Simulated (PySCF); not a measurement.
Br2H2O2Si, SMILES O[Si](O)(Br)Br.

Coordinates come from a B3LYP-D3(BJ)/def2-SVP optimisation. The structure was generated by enumeration, and PubChem lists no compound with its InChIKey, so it may never have been made. Other conformers were not sampled.

Computed with PySCF with TDDFT-PBE/def2-SVPD.

Vertical excitations.  State labels are in the subgroup C2.

Computed excitation energies, oscillator strengths and character:
```csv
state,symmetry,energy (eV),λ (nm),f,main pairs
S1,B,5.85,212,0.028,HOMO→LUMO 97 %
S2,A,5.97,208,0.001,HOMO−1→LUMO 99 %
S3,B,6.00,207,0.013,HOMO−2→LUMO 99 %
S4,A,6.54,189,0.027,HOMO−3→LUMO 98 %
S5,B,6.71,185,0.010,HOMO→LUMO+1 92 %
S6,A,6.73,184,0.000,HOMO−1→LUMO+1 99 %
S7,B,6.77,183,0.005,HOMO−2→LUMO+1 92 %
S8,B,6.98,178,0.015,HOMO−4→LUMO 91 %
S9,A,7.04,176,0.000,HOMO→LUMO+2 98 %
S10,A,7.22,172,0.001,"HOMO−2→LUMO+2 68 %, HOMO−5→LUMO 31 %"
T1,B,5.55,223,0,HOMO→LUMO 99 %
T2,A,5.70,217,0,HOMO−1→LUMO 99 %
T3,B,5.74,216,0,HOMO−2→LUMO 99 %
T4,A,6.23,199,0,HOMO−3→LUMO 98 %
```
Triplets are in the Tamm–Dancoff approximation, which puts them higher than full response would, so one can lie above its singlet here.
